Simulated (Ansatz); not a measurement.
Gas-phase electronic energies from Ansatz, PBE0-D4/def2-TZVP geometries. CCSD(T)/CBS is the MP2 limit (def2-TZVPP, def2-QZVPP) plus CCSD(T) − MP2 in def2-TZVPP, frozen cores. This one scheme is used for every species. Functionals use def2-TZVPP. For Br, Ge outer-core shells are correlated without core-valence functions, which leaves a few kJ/mol of doubt a bond. Scalar relativity is left out up to krypton. Each species was taken in one conformer, which may not be the lowest.

`C[S][Ge][Cl]` + HBr → `[Cl][Ge][Br]` + CH₃SH  (ligand exchange at a Ge–S bond)

`C[S][Ge][Cl]`:

Z-matrix (Å, degrees):
```
C
S 1 1.808
H 1 1.089 2 108.3
H 1 1.089 2 108.4 3 118.7
H 1 1.089 2 110.8 3 -120.7
Ge 2 2.219 1 111.7 3 121.8
Cl 6 2.204 2 102.1 1 -0.0
```

HBr:

Cartesian coordinates in Å:
```
Br -0.680 -0.154 -0.138
H 0.680 0.154 0.138
```

`[Cl][Ge][Br]`:

Cartesian coordinates in Å:
```
Cl 0.751 1.012 1.244
Ge -0.774 0.526 -0.237
Br 0.022 -1.538 -1.007
```

CH₃SH:

Cartesian coordinates in Å:
```
C 0.084 0.292 0.386
S 0.531 -0.896 -0.900
H -0.265 1.231 -0.041
H 0.997 0.485 0.950
H -0.664 -0.116 1.065
H -0.684 -0.997 -1.461
```

```
             level  ΔE (kJ/mol)  difference from CCSD(T)/CBS
            PBE-D4        -22.8                          2.9
           BLYP-D4        -25.2                          0.5
          PBE-QIDH        -27.8                         -2.1
              PBE0        -30.3                         -4.6
           r2SCAN0        -29.6                         -3.9
           LC-ωPBE        -31.9                         -6.2
RPA@PBE/def2-TZVPP        -25.1                          0.6
  CCSD(T)/def2-SVP        -22.1                          3.6
    MP2/def2-TZVPP        -22.8                          2.9
CCSD(T)/def2-TZVPP        -24.2                          1.5
       CCSD(T)/CBS        -25.7                            0
```

(1) What do rigid-rotor, harmonic-oscillator terms from PBE0-D4/def2-TZVP frequencies (298.15 K, 1 bar) make of the CCSD(T)/CBS value? (Best estimate.)

Largest T1 diagnostic among the species: 0.014.

Answers

(1) Computed: ΔZPE = +4.5 kJ/mol, ΔH = -23.6 kJ/mol, ΔS = 13 J/(mol·K), ΔG = -27.5 kJ/mol. Modes under 50 cm⁻¹ make the entropy rough.

The D4 term adds +6.8 kJ/mol with B3LYP and +3.8 kJ/mol with PBE0; it sums over pairs of atoms, weighted by their polarisabilities, and B3LYP, whose exchange is more repulsive, gets the larger term. From PBE to PBE0 (25 % exact exchange), in def2-TZVPP and without D4, ΔE moves by −3.3 kJ/mol. Leaving LDA and LC-ωPBE aside and taking each functional with its dispersion term where it has one, the values, not all of them listed here, spread over 11.5 kJ/mol, from BHLYP-D4 to revPBE-D4. LDA lies +11.6 kJ/mol from PBE without D4.

B3LYP here is the variant with VWN-RPA as its local correlation; programs differ in this.
